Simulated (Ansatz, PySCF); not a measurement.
The pair A = NH3 (SMILES N) (first 4 atoms), B = HCl (SMILES Cl); geometry from B3LYP-D3(BJ)/def2-TZVP.
(charge 0, multiplicity 1):
```xyz
6

N     -0.03034     0.07698     0.60923
H     -0.51996    -0.75468     0.29908
H     -0.46507     0.88208     0.17286
H      0.92844     0.01984     0.28512
Cl    -0.12863     0.31667     3.67266
H     -0.08580     0.21197     2.33530
```

Frozen-core correlation. CBS(a, b) extrapolates the correlation energy as X⁻³ and adds the Hartree–Fock energy of set b. MP2 and its Hartree–Fock in aug-cc-pV(Q+d)Z are density fitted.

Run with Ansatz (a quantum-chemistry and plane-wave program); PySCF for the dispersion terms. Values without a source in brackets are computed.

The monomers are drawn apart, rigid, along the line of their centres of mass. Counterpoise-corrected interaction energies (kcal/mol):

| level | R = 3.794 Å | R = 4.487 Å |
|---|---|---|
| PBE/def2-TZVPPD | -6.5933 | -3.1031 |
| PBE-D3(BJ)/def2-TZVPPD | -7.0604 | -3.3362 |
| wB97M-V/def2-TZVPPD | -6.2359 | -3.0525 |
| MP2/CBS(aug-cc-pV(T+d)Z, aug-cc-pV(Q+d)Z) + ΔCCSD(T)/aug-cc-pV(T+d)Z | -6.1667 | -3.0353 |

Task: R is the distance of the centres of mass. Find the local exponent m of E ∝ R⁻ᵐ between the two points.

Result: 
m = ln(E₁/E₂)/ln(R₂/R₁): PBE/def2-TZVPPD 4.5; PBE-D3(BJ)/def2-TZVPPD 4.5; wB97M-V/def2-TZVPPD 4.3; MP2/CBS(aug-cc-pV(T+d)Z, aug-cc-pV(Q+d)Z) + ΔCCSD(T)/aug-cc-pV(T+d)Z 4.2. For scale, two fixed dipoles give m = 3, dipole and quadrupole 4, quadrupoles 5, and dispersion or dipole-induced dipole 6 at long range; at these distances several terms mix, and what is left of overlap and damping shifts m, so it need not match one of them.
